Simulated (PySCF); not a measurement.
CH2I, SMILES I[CH2] (connectivity only; charge and spin as stated), charge +1, multiplicity 1. Atoms are numbered in the order given.

```xyz
4

C      0.0000     0.0000    -1.6774
I      0.0000     0.0000     0.2736
H      0.0000    -0.9520    -2.2180
H      0.0000     0.9520    -2.2180
```
Charge +1, spin multiplicity 1.

Geometry: PBE-D3(BJ)/def2-TZVP. The multiplicity is an assumed one; other spin states were not compared. The isomer is the one that the SMILES or the coordinates give; other isomers of the formula were not compared. The def2 effective core potentials stand for the cores of I; spin–orbit coupling is left out.

Method: TDDFT-CAM-B3LYP/def2-TZVPD (PySCF).

Vertical excitations. Isolated molecule, no solvent. State labels are in the subgroup C2v.

```
state  symmetry  energy (eV)  λ (nm)      f                          main pairs
-----  --------  -----------  ------  -----  ----------------------------------
S1           A2         2.23     556  0.000                     HOMO→LUMO 100 %
S2           A1         4.94     251  0.135                    HOMO−1→LUMO 96 %
S3           B1         5.62     221  0.002                    HOMO−2→LUMO 99 %
S4           B2         5.98     207  0.001                    HOMO→LUMO+1 98 %
S5           B1         7.21     172  0.005                  HOMO−1→LUMO+1 98 %
S6           A2         7.29     170  0.000                    HOMO−3→LUMO 99 %
S7           B2         8.83     140  0.104                    HOMO→LUMO+2 98 %
S8           B2         9.92     125  0.001  HOMO→LUMO+4 69 %, HOMO→LUMO+6 27 %
S9           B1        10.11     123  0.100                  HOMO−1→LUMO+2 95 %
T1           A2         1.85     671      0                      HOMO→LUMO 99 %
T2           A1         2.27     547      0                    HOMO−1→LUMO 99 %
T3           B1         4.87     255      0                    HOMO−2→LUMO 96 %
T4           B2         5.20     239      0                    HOMO→LUMO+1 97 %
```
Triplets are in the Tamm–Dancoff approximation, which puts them higher than full response would, so one can lie above its singlet here.
